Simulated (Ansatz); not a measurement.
`C[SiH2][Si](F)(F)F` + `BNC` → `BN(C)[SiH2]C` + `F[SiH](F)F` at 600 K and 1 bar (cleavage of the Si–Si bond).

Program: Ansatz. Geometries: PBE0-D4/def2-TZVP. ΔE: electronic, gas phase. CBS: MP2 limit from def2 TZ/QZ plus the TZ coupled-cluster correction, frozen cores. One conformer a species, not always the lowest.

| species | CCSD(T)/CBS energy (Eh) | H − E (kJ/mol) | S (J/(mol·K)) |
| --- | --- | --- | --- |
| `C[SiH2][Si](F)(F)F` | -918.81998 | 240.6 | 498.5 |
| `BNC` | -121.18426 | 242.2 | 328.7 |
| `BN(C)[SiH2]C` | -450.75646 | 391.0 | 475.9 |
| `F[SiH](F)F` | -589.26725 | 84.1 | 330.7 |

H − E and S are ideal-gas, rigid-rotor, harmonic terms from PBE0-D4/def2-TZVP, for one conformer and one mirror image of each species. 1 Eh = 2625.50 kJ/mol, R = 8.31446 J/(mol·K).

By hand: ΔE, ΔH, ΔS and ΔG.

ΔE = (-450.75646) + (-589.26725) − (-918.81998) − (-121.18426) = -0.01947 Eh = -51.1 kJ/mol. Δ(H − E) = 391.0 + 84.1 − 240.6 − 242.2 = -7.7, so ΔH = -58.8 kJ/mol. ΔS = 475.9 + 330.7 − 498.5 − 328.7 = -20.6 J/(mol·K). ΔG = -58.8 − 600 × (-20.6)/1000 = -46.4 kJ/mol.

By hand: the equilibrium constant, and the temperature at which ΔG would vanish if ΔH and ΔS stayed fixed.

log₁₀ K = −ΔG/(RT ln 10) = 4.0. ΔG = 0 at ΔH/ΔS = 2854 K, far beyond where these terms or the molecules hold.

ΔH outweighs TΔS. A doubt of 5 kJ/mol in ΔE shifts log₁₀ K by 0.4 here. Other conformers and mirror images would add mixing entropy, several J/(mol·K) or more a flexible species. Modes under 60 cm⁻¹, often nearly free rotors, make the harmonic entropy too high. These are equilibria of isolated gas molecules and say nothing of rates. Largest T1 diagnostic: 0.012 (customary marks: 0.02 for closed shells, 0.045 for open ones).
